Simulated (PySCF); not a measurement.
**Dipole moment and polarisability of `Fc1cccc2nsnc12`**

C₆H₃FN₂S.
SMILES with atom numbers: `[F:1][c:2]1[cH:3][cH:4][cH:5][c:6]2[n:7][s:8][n:9][c:10]12` (hydrogens: H11 on C3; H12 on C4; H13 on C5)

Geometry (GFN2-xTB, Å), atoms numbered from 1 in this order:
```xyz
13
C6H3FN2S angstrom
F     -0.2516    2.7173   -0.3861
C     -0.2786    1.3898   -0.1833
C     -1.4675    0.7521    0.0362
C     -1.5121   -0.6392    0.2523
C     -0.3819   -1.4078    0.2518
C      0.8507   -0.7726    0.0267
N      2.0612   -1.3319   -0.0146
S      3.1510   -0.1900   -0.2999
N      2.1672    1.0729   -0.3887
C      0.9181    0.6506   -0.1958
H     -2.3783    1.3297    0.0434
H     -2.4736   -1.0985    0.4223
H     -0.4090   -2.4720    0.4179
```

Level: wB97X-D/def2-SVPD (PySCF), static field, nuclei fixed, core orbitals frozen in the response. The polarisability tensor in these axes (au):

```
x   142.86  -3.41  -8.58
y    -3.41  98.96  -6.27
z    -8.58  -6.27  57.04
```

**Question.** Diagonalise the tensor; give its mean and Δα, where Δα² is half the sum of the squared differences of the eigenvalues.

**Answer.** Principal values 55.20, 99.78 and 143.88 au; mean 99.62 au = 14.76 Å³ = 16.42 × 10⁻⁴⁰ C²·m²/J; Δα = 76.81 au (77 % of the mean).

**Question.** What is the dipole moment, and where does it point?

**Answer.** (-1.59, -1.43, 0.38) D, 2.17 D in size, pointing from the negative to the positive side. Measured along this direction, the outermost atoms are N9 at the negative end and H12 at the positive end.

**Question.** Rayleigh depolarisation ratio (linearly polarised light, static tensor)?

**Answer.** ρ = 3Δα²/(45ᾱ² + 4Δα²) = 17697.7/(446567 + 23596.9) = 0.0376.

**Question.** Molar refractivity from α?

**Answer.** Lorentz–Lorenz: R = (4π/3)N_A α = 2.5225 cm³/(mol·Å³) × 14.76 Å³ = 37.2 cm³/mol, in the limit of long wavelengths.

**Question.** In a dilute gas of rigid molecules at 350 K, how does the orientational term μ²/3kT compare with the electronic polarisability?

**Answer.** In Gaussian units μ²/3kT = 32.42 Å³ against 14.76 Å³, a ratio of 2.20; the Debye molar polarisation (4π/3)N_A(α + μ²/3kT) is 119.0 cm³/mol, leaving out the vibrational part.

**Question.** Give the principal axes and the span of the nuclei along them.

**Answer.** Largest value along (0.99, -0.06, -0.09), where the nuclei span 5.62 Å; middle along (0.05, 0.99, -0.15), 5.25 Å; least along (0.10, 0.15, 0.98), 0.00 Å. The response follows the extents in order.

**Question.** Refractivity n − 1 of an ideal gas of it at 400 K and 1 atm, from the electronic α?

**Answer.** N = p/kT = 1.8347 × 10¹⁹ cm⁻³, so n − 1 = 2π × N × 14.76 × 10⁻²⁴ cm³ = 1702 × 10⁻⁶ at long wavelengths, for an ideal gas.

Geometry: GFN2-xTB; no solvent, vibrations or thermal averaging.

The run behind these numbers computed excited states as well. The run took 1.7 min of wall time on one thread, Intel Xeon Platinum 8259CL at 2.50 GHz (x86_64), shared host with 96 logical CPUs at a one-minute load of 158, and the process peaked at 1.0 GiB of memory.
